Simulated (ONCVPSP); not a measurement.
scandium: one change to an ONCV potential, before and after

- Element: scandium (Sc)
- Generator: ONCVPSP 4.0.1
- Type: optimised norm-conserving Vanderbilt (ONCV)
- Functional: PBE
- Relativity: scalar-relativistic
- Frozen core: [Ne]
- Valence charge: 11
- Reference configuration: 3s2 3p6 3d1 4s2
- Partial waves: 3s+4s: rc 1.50 bohr, ncon 4, nbas 8, qcut 10.5 1/bohr, 2 projectors; 3p: rc 1.15 bohr, ncon 4, nbas 7, qcut 5.8 1/bohr, 2 projectors, debl 2.3 Ha; 3d: rc 2.10 bohr, ncon 3, nbas 8, qcut 6 1/bohr, 2 projectors, debl 1.9 Ha; f scattering state at 0.03 Ha: rc 2.30 bohr, ncon 4, nbas 8, qcut 4.7 1/bohr, 2 projectors, debl 2.9 Ha
- Local potential: polynomial inside 0.95 bohr (lpopt 5, dvloc0 4 Ha)
- Core correction: polynomial model core, fcfact 0.55

Change: reference 3s2 3p6 3d1; wave 3s+4s: rc 1.50 bohr, ncon 4, nbas 8, qcut 10.5 1/bohr, 2 projectors becomes 3s: rc 1.50 bohr, ncon 4, nbas 8, qcut 10.5 1/bohr, 2 projectors, debl 4 Ha.

Cutoffs: the cutoffs (Ha) at which the residual kinetic energy of the hardest occupied pseudo-wave falls to 1 and 0.1 mHa per electron; they do not see the model core or the augmentation charge, which bear on the density cutoff. Errors are all-electron minus pseudo energies relative to the spin-unpolarised reference configuration.

Q: What does the change do?

A: The potential gets neither clearly harder nor softer (30 Ha and 93 Ha → 29 Ha and 93 Ha); the lowest positive-energy flag moves from none to f at 33.6 eV; the number of tests with a reliable result goes from 3 to 4; the range in which the f phases agree narrows (upper end 4.2 → 0.7); neither file shows a bound ghost.

```csv
quantity,base,changed
"cutoff, loose",30 Ha,29 Ha
"cutoff, tight",93 Ha,93 Ha
loose cutoff by channel,"s 30 Ha, p 18 Ha, d 16 Ha","s 29 Ha, p 18 Ha, d 16 Ha"
bound ghosts,none,none
GHOST(+) flags under 300 eV,none,f at 33.6 eV
tests with a reliable result,3 of 4,4 of 4
s: phases at 1.52 bohr within 0.05 rad from the reference energy up to (Ha; the scan ends near 5),to the end of the scan,to the end of the scan
p: phases at 1.16 bohr within 0.05 rad from the reference energy up to (Ha; the scan ends near 5),to the end of the scan,to the end of the scan
d: phases at 2.13 bohr within 0.05 rad from the reference energy up to (Ha; the scan ends near 5),to the end of the scan,4.7
f: phases at 2.33 bohr within 0.05 rad from the reference energy up to (Ha; the scan ends near 5),4.2,0.7
"rms error of d²Exc/dni dnj with the model core, mHa",0.76,1.30
```
